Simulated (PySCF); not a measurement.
ClH5OSi2, SMILES O([SiH2]Cl)[SiH3].

Geometry optimised at PBE-D3(BJ)/def2-SVP. The values are those of a single conformer.

Method: PBE-D3(BJ)/def2-SVP (PySCF).

Frequencies are harmonic and unscaled.

A small imaginary wavenumber (i) marks a very flat motion, where grid noise or a shallow saddle decides the sign.

List the normal modes with their intensities. (Estimate from the structure and the level; the computed values follow.)


| mode | ν (cm⁻¹) | IR (km/mol) | moving atoms (share of kinetic energy) |
|---|---|---|---|
| 1 | 21i | 2.1 | O 41 %, H 39 %, Si 16 % |
| 2 | 62 | 0.7 | H 82 %, O 16 % |
| 3 | 64 | 1.8 | Si 42 %, Cl 37 %, H 11 %, O 10 % |
| 4 | 270 | 6.6 | O 48 %, Si 25 %, Cl 20 % |
| 5 | 519 | 45.4 | Si 53 %, Cl 41 % |
| 6 | 605 | 14.3 | Si 61 %, H 20 %, O 16 % |
| 7 | 611 | 30.7 | H 82 %, Si 15 % |
| 8 | 693 | 11.8 | H 92 % |
| 9 | 698 | 58.7 | H 84 %, O 10 % |
| 10 | 710 | 43.3 | H 80 %, O 10 %, Si 10 % |
| 11 | 870 | 384.0 | H 83 %, Si 14 % |
| 12 | 913 | 65.3 | H 96 % |
| 13 | 915 | 97.8 | H 96 % |
| 14 | 931 | 322.7 | H 93 % |
| 15 | 968 | 100.1 | H 85 %, Si 12 % |
| 16 | 1060 | 314.4 | O 74 %, Si 16 %, H 10 % |
| 17 | 2171 | 80.2 | H 98 % |
| 18 | 2177 | 110.6 | H 96 % |
| 19 | 2195 | 108.8 | H 97 % |
| 20 | 2200 | 79.2 | H 98 % |
| 21 | 2206 | 142.5 | H 95 % |
